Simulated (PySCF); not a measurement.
## BeSe: one state, many levels of theory

State: ¹Σ⁺ (singlet), closed shell. Set-up: Be cc-pVDZ, Se cc-pVDZ-PP with ECP10; scalar-relativistic core potentials (PySCF 2.14). De refers to Be + Se in their high-spin ground configurations, without counterpoise correction. A positive dipole means Be(−)Se(+).

```
      Level  Re (Å)  ωe (cm⁻¹)  De (eV)  μ (D)
        RHF   1.862        889     1.17  -5.76
    RHF-MP2   1.890        859     2.67    n/a
RHF-SCS-MP2   1.890        853     2.43    n/a
   RHF-CCSD   1.886        850     2.05    n/a
RHF-CCSD(T)   1.897        832     2.27    n/a
        PBE   1.891        827     3.13  -4.11
       TPSS   1.886        833     3.00  -4.33
     r²SCAN   1.876        858     3.11  -4.67
      M06-L   1.864        874     3.09  -4.76
       PBE0   1.873        861     2.88  -4.67
        M06   1.870        860     2.84  -4.70
  CAM-B3LYP   1.863        873     2.66  -4.75
```

The bond length runs from 1.862 Å (RHF) to 1.897 Å (RHF-CCSD(T)). De spans 1.17 eV (RHF, mean field) to 3.13 eV (PBE, GGA). Correlation at CCSD(T) changes the Hartree–Fock bond energy by +1.10 eV; the triples alone change it by +0.22 eV.

Correlated steps freeze 4 core orbitals. Correlated levels converge slowly with the basis: in double zeta they bind strong bonds too weakly, by up to about 1 eV, and carry superposition errors of some tenths. Where the molecule has an RHF reference, its open-shell atoms are computed with UHF. The CCSD T1 diagnostic is raised, a sign that a single reference may not be enough here.

The whole job (state search and all levels along the bond) took about 1.1 min on 1 thread of Intel Xeon Platinum 8375C @ 2.90GHz (shared host), peak memory 0.42 GiB.
